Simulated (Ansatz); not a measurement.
Molecule: sum formula BNH$_{2}$Br$_{2}$, net charge 0, singlet state. SMILES: NB(Br)Br
Structure (B3LYP-D3(BJ)/def2-TZVP (Ansatz, an electronic-structure program) minimum search):
```xyz
6

N     -1.9513    -0.5470     0.0808
B     -0.6219    -0.1743     0.0257
Br     0.6858    -1.3636    -0.7605
Br    -0.0655     1.5375     0.7348
H     -2.2804    -1.4285    -0.2770
H     -2.6616     0.0432     0.4816
```
Charge 0, spin multiplicity 1.

Quantity: vertical triplet-singlet gap (E(triplet) - E(singlet); each state is the SCF solution reached for its spin; for the triplet T1 is 0.045), in eV. Valence correlation only, unless marked. Open shells are spin-unrestricted. Spin-orbit coupling is left out. The frozen core is the preceding noble-gas configuration, with the filled d and f shells of earlier blocks. No relativistic terms. Basis-set limits of correlation are two-point, X^-3; Hartree-Fock from the larger set.

| level | program | vertical triplet-singlet gap (eV) |
|---|---|---|
| CAM-B3LYP/def2-TZVPD | Ansatz | 6.09 |
| wB97X-V/def2-TZVPD | Ansatz | 6.33 |
| B2PLYP/def2-TZVPD | Ansatz | 6.18 |
| MP2/aug-cc-pVQZ | Ansatz | 6.81 |

Q: What does CCSD(T)/CBS(aug-cc-pVTZ,aug-cc-pVQZ) (Ansatz) give?

A: 6.39 eV, so MP2/aug-cc-pVQZ differs from it by 0.42 eV.
